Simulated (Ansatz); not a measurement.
Tuning the range parameter of LC-ωPBE so that −HOMO meets the ionisation energy; basis def2-TZVPD, Ansatz. System: [ReO4]- (ReO4⁻). Charge -1, multiplicity 1. Geometry: PBE0-D4/def2-SVPD. The ionised state is a doublet.

Geometry of the singlet:

```xyz
5

Re    0.000    0.000    0.000
O     1.137    0.609    1.155
O    -0.333   -1.665    0.340
O     0.663    0.142   -1.593
O    -1.468    0.914    0.098
```

In the def2 sets Re takes a core potential; there is no spin–orbit coupling.

| ω (1/bohr) | HOMO (eV) | LUMO (eV) | vertical IE (eV) | HOMO + IE (eV) |
| --- | --- | --- | --- | --- |
| 0.1 | -3.74 | 4.10 | 5.48 | 1.74 |
| 0.15 | -4.38 | 4.61 | 5.58 | 1.21 |
| 0.2 | -4.93 | 4.87 | 5.73 | 0.81 |

Question: Estimate the row for 0.3 bohr⁻¹.

Answer: 
| ω (1/bohr) | HOMO (eV) | LUMO (eV) | vertical IE (eV) | HOMO + IE (eV) |
| --- | --- | --- | --- | --- |
| 0.3 | -5.82 | 4.99 | 5.99 | 0.17 |

Question: Where does the tuning condition hold?

Answer: Not within the range that was run.
